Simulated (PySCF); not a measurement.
## SbCl at PBE0

Level: PBE0. Sb cc-pVTZ-PP with ECP28, Cl cc-pV(T+d)Z; scalar-relativistic core potentials (PySCF 2.14).

```json
{"state": "singlet, one real π or δ orbital doubly filled, a mixture of terms (⟨Lz²⟩ = 2.0), a second solution, started from another occupation", "bond length": "233.2 pm", "harmonic wavenumber": "384 cm⁻¹", "force constant": "2.36 mdyn/Å", "rotational constant Be": "0.1143 cm⁻¹", "anharmonicity ωexe": "1.14 cm⁻¹", "vibration–rotation constant αe": "0.000475 cm⁻¹", "energy of the minimum from ground-state Sb + Cl": "-1.99 eV", "HOMO–LUMO gap": "1.07 eV", "bond order (Mayer)": "1.16", "dipole moment (positive dipole means Sb(−)Cl(+))": "-1.77 D"}
```

These are scalar-relativistic numbers at best; spin–orbit coupling would shift them, the dissociation energy most.
